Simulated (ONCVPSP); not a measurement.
Configuration tests for tungsten (W) (ONCV)

W (Z = 74), optimised norm-conserving Vanderbilt (ONCV), made with ONCVPSP 4.0.1 (PBEsol, fully relativistic). Core [Kr] 4d10, reference 4f14 5s2 5p6 5d4 6s2. Waves: 5s+6s: rc 1.80 bohr, ncon 5, nbas 9, qcut 7.2 1/bohr, 3 projectors, debl 3.3 Ha; 5p: rc 2.10 bohr, ncon 4, nbas 7, qcut 6.1 1/bohr, 2 projectors, debl 3.8 Ha; 5d: rc 2.15 bohr, ncon 4, nbas 9, qcut 5.8 1/bohr, 1 projector; 4f: rc 1.15 bohr, ncon 5, nbas 10, qcut 12.3 1/bohr, 2 projectors, debl 2.3 Ha. Local part: polynomial inside 1.15 bohr (lpopt 2, dvloc0 2 Ha). Core correction: polynomial model core, fcfact 0.45.

Open shells are filled in proportion to 2j + 1.

Energies are relative to the spin-unpolarised reference configuration 4f14 5s2 5p6 5d4 6s2; without spin polarisation the order of configurations can differ from experiment.

Q: Give the all-electron excitation energy and the error of the potential for: 4f14 5s2 5p6 5d4 6s1; 4f14 5s2 5p6 5d4 6s0; 4f14 5s2 5p6 5d3 6s0; 4f14 5s2 5p6 5d4 6s1 6p1.

A:

```json
{"valence configuration": "4f14 5s2 5p6 5d4 6s1", "charge": "+1", "ΔE all-electron (eV)": "8.930", "error AE − PS (meV)": "-0.5"}
{"valence configuration": "4f14 5s2 5p6 5d4 6s0", "charge": "+2", "ΔE all-electron (eV)": "24.628", "error AE − PS (meV)": "-3.5"}
{"valence configuration": "4f14 5s2 5p6 5d3 6s0", "charge": "+3", "ΔE all-electron (eV)": "50.023", "error AE − PS (meV)": "+0.9"}
{"valence configuration": "4f14 5s2 5p6 5d4 6s1 6p1", "charge": "0", "ΔE all-electron (eV)": "4.506", "error AE − PS (meV)": "+2.8"}
```

Levels in the configuration 4f14 5s2 5p6 5d4 6s0:

```csv
level,all-electron (eV),pseudo (eV)
4f j=7/2,-48.227,-48.326
4f j=5/2,-50.466,-50.566
5s j=1/2,-94.992,-95.032
5p j=3/2,-56.552,-56.563
5p j=1/2,-66.407,-66.430
5d j=5/2,-19.566,-19.563
5d j=3/2,-20.406,-20.404
```
